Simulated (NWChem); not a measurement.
# C5H7F; SMILES C=CC(F)C=C

```xyz
13

C     -0.9528     0.1894     2.1445
C     -0.1599    -0.4166     1.2460
C      0.3685     0.2384     0.0000
F      1.7705     0.1239     0.0000
C     -0.1599    -0.4166    -1.2460
C     -0.9528     0.1894    -2.1445
H     -1.2569     1.2427     2.0227
H     -1.3326    -0.3413     3.0311
H      0.1379    -1.4720     1.3804
H      0.1099     1.3216     0.0000
H      0.1379    -1.4720    -1.3804
H     -1.2569     1.2427    -2.0227
H     -1.3326    -0.3413    -3.0311
```
Atoms are numbered in this order, from 1.

All runs: NWChem. Pople sets run with spherical d functions. All runs use the structure optimised with PBE-D3(BJ)/def2-SVP.

Problem. Taking B3LYP/6-311++G** as the yardstick, which of these has the fewest basis functions while keeping “highest occupied level (eV)” within 0.05 eV of it: B3LYP/STO-3G; B3LYP/3-21G; B3LYP/6-31G*; B3LYP/6-311G**; B3LYP/6-31+G*?

Solution. none of them.
| level | basis functions | highest occupied level (eV) | relative time (rough) |
|---|---|---|---|
| B3LYP/STO-3G | 37 | -4.77 | 1 |
| B3LYP/3-21G | 68 | -7.18 | 1 |
| B3LYP/6-31G* | 98 | -7.07 | 3 |
| B3LYP/6-31+G* | 122 | -7.40 | 6 |
| B3LYP/6-311G** | 150 | -7.35 | 7 |
| B3LYP/6-311++G** | 181 | -7.48 | 10 |

The yardstick is one finite set, not the basis-set limit.
